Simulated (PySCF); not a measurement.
Structure with atom numbers: `[CH3:1][BH:2][CH2:3][B:4]([F:5])[Cl:6]`. Each H is labelled by its parent atom.

Geometry: PBE0-D3(BJ)/def2-SVP; GIAO shifts from PySCF 2.14, gas phase, non-relativistic, averaged over equivalent atoms.

At CAM-B3LYP/pcSseg-1 (139 basis functions, 26 s wall time on 1 thread of an Arm Neoverse N1, shared host):
```csv
atoms,δ (ppm)
C3,40.7
C1,18.3
B2,91.4
B4,47.0
F5,9.7
Cl6,191.7
H(B2),7.44
H(C3),2.44
H(C1),1.27
```

Shifts are taken against calculated references (same method and geometry level): 13C (σref 182.45) and 1H (σref 31.33) vs TMS; 11B (σref 99.35) vs BF3·OEt2; CFCl3 for 19F (σref 189.10); 35Cl (σref 938.90) against HCl.

Estimate the result of repeating the calculation with PBE0/IGLO-III.

Answers


```csv
atoms,δ at PBE0/IGLO-III,change
C3,42.2,+1.5
C1,18.0,-0.3
B2,89.6,-1.8
B4,44.8,-2.2
F5,-10.9,-20.6
Cl6,199.2,+7.5
H(B2),7.58,+0.14
H(C3),2.75,+0.31
H(C1),1.23,-0.04
```

Chemical shifts δ = σref − σ; 13C (σ = 183.78 ppm) and 1H (σ = 31.37 ppm) against TMS; 11B (σ = 99.94 ppm) vs BF3·OEt2; 19F (σ = 174.63 ppm) against CFCl3; HCl for 35Cl (σ = 944.80 ppm), all at this level.

The largest change is at F5 (fluorine bonded to B). Cost: 279 basis functions, 66 s wall time on 1 thread of an Arm Neoverse N1, shared host.

A carbon bonded to boron is broadened by the quadrupolar boron nucleus and is often missing from a measured spectrum. Unscaled 19F shifts against computed CFCl3 carry errors that often reach 10 to 50 ppm.
